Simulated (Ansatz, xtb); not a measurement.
## Two isomers of C4HClF3NS

Structure I: `FC(F)(F)c1cnc(Cl)s1`, a singlet. Structure II: `FC(F)(F)c1csc(Cl)n1`, a singlet. Both are isolated molecules in the gas phase, relaxed with PBE-D3(BJ)/def2-SVP.

I (Å):

```xyz
11

C    -0.0430   -2.0492   -0.2229
C    -0.5607   -2.1433    1.1808
C    -0.9645   -3.2807    1.8547
C    -1.3378   -1.8316    3.4591
Cl   -1.7963   -1.1892    4.9839
F    -0.0024   -3.2754   -0.7888
F     1.2061   -1.5285   -0.2646
F    -0.8249   -1.2589   -0.9959
N    -1.4009   -3.0926    3.1390
S    -0.7337   -0.7487    2.2084
H    -0.9499   -4.2889    1.4186
```

II (Å):

```xyz
11

C    -0.0879   -2.1787   -0.1348
C    -0.6203   -2.2694    1.2744
C    -0.9247   -3.4530    1.9169
C    -1.2823   -1.3956    3.1711
Cl   -1.6681   -0.2305    4.3715
F     0.0430   -3.4168   -0.6705
F     1.1222   -1.5822   -0.1681
F    -0.9145   -1.4677   -0.9301
N    -0.8243   -1.1154    1.9872
S    -1.5026   -3.1138    3.5113
H    -0.8373   -4.4764    1.5349
```

Question: Estimate which is lower in electronic energy at CCSD(T)/def2-SVP + ΔMP2/def2-TZVPP, and by roughly how much.

Answer: The CCSD(T)/def2-SVP + ΔMP2/def2-TZVPP calculation puts structure II lower, by 6.92 kJ/mol.

How the difference moves with the method:

| level | geometry | E(II) − E(I) (kJ/mol) | departure from the last row (kJ/mol) | job, with rough time for the two |
| --- | --- | --- | --- | --- |
| GFN2-xTB | GFN2-xTB | −2.78 | +4.13 | optimisation, 0.61 s |
| HF/STO-3G | GFN2-xTB | −7.72 | −0.80 | single point, 3.1 s |
| r2SCAN-D4/def2-SVP | GFN2-xTB | −6.77 | +0.15 | single point, 15 s |
| PBE-D3(BJ)/def2-SVP | PBE-D3(BJ)/def2-SVP | −5.68 | +1.24 | optimisation, 84 s |
| HF/def2-SVP | PBE-D3(BJ)/def2-SVP | −8.40 | −1.48 | part of the CCSD(T) run |
| MP2/def2-SVP | PBE-D3(BJ)/def2-SVP | −9.05 | −2.13 | part of the CCSD(T) run |
| CCSD(T)/def2-SVP | PBE-D3(BJ)/def2-SVP | −7.62 | −0.70 | single point |
| CCSD(T)/def2-SVP + ΔMP2/def2-TZVPP | PBE-D3(BJ)/def2-SVP | −6.92 |  | single point, 8 min |

As drawn, both hold the same kinds of bond in the same numbers.

The levels shown agree on the order. The largest departure from CCSD(T)/def2-SVP + ΔMP2/def2-TZVPP is that of GFN2-xTB, 4.13 kJ/mol. The last row adds to CCSD(T) the change of the MP2 difference between the two basis sets, here +0.70 kJ/mol.

With thermal terms from frequencies at re-optimised GFN2-xTB minima (ideal gas, soft modes damped towards free rotors, one conformer each, 298.15 K, 1 atm): the zero-point term adds −0.07 kJ/mol; ΔH is −7.07 and ΔG −6.86 kJ/mol.

The correlated steps freeze 18 core orbitals. Run with Ansatz 0.2.0, xtb 6.7.1; the last row on 2 threads of Intel(R) Xeon(R) Processor @ 2.50GHz (Skylake/Cascade Lake) on a shared host.
